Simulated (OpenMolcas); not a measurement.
A calculation on Mo III.

```yaml
Program: OpenMolcas
Method: CASSCF
Basis: ANO-RCC-VQZP [8s7p5d3f2g1h]
Scalar_Hamiltonian: DKH2, point nucleus
Active_space: 4 electrons in 6 orbitals (4d 5s)
State_averaging: 2S+1 = 5 even, 15 roots; 2S+1 = 3 even, 95 roots kept (CI in the orbitals of an earlier block); 2S+1 = 1 even, 90 roots kept (CI in the orbitals of an earlier block)
Spin-orbit_coupling: state interaction with AMFI integrals over the reference wave functions, term energies averaged over their components
```

Task: Which level of the active space comes out lowest?

Result: 4d4 5D0, with 99 % of that term; it is also the measured ground level.

Task: How high does 4d4 3H5 lie?

Result: 16616 cm-1 above the lowest level; measured 13276 cm-1 above the ground level, so the calculation is off by +25 %.

Task: How high does 4d4 3F2(1) lie?

Result: 17927 cm-1 above the lowest level; measured 13929 cm-1 above the ground level, so the calculation is off by +29 %.

Task: How high does 4d4 3F4(1) lie?

Result: 18250 cm-1 above the lowest level; measured 14296 cm-1 above the ground level, so the calculation is off by +28 %.

Task: The level at 17979 cm-1 has J = 3. What is it made of, and what is its g factor?

Result: 85 % 4d4 3F3(1), 15 % 4d4 3G; g = 1.034, against 1.084 from Landé's formula for the pure leading term.

Measured values: Sugar and Musgrove, J. Phys. Chem. Ref. Data 17, 155 (1988).

Without dynamic correlation excited terms often stand tens of per cent too high (terms of higher spin than the ground term too low), and those without a measured partner can miss by more than the paired ones. Terms from blocks run as CI alone lack orbitals of their own. Configurations are named by rounded mean occupations; where the s occupation lies near a half they are strongly mixed, a name can repeat and a true partner stay unpaired. Measured partners are found by configuration, term and J. A level has none where our copy of the source lacks it or the pairing is in doubt (some pairs that miss far off the trend of their configuration count as doubtful), and it then counts in no deviation. Only configurations of the active space appear.

A number in round brackets counts repeated terms of one configuration in the order of the reference energies.
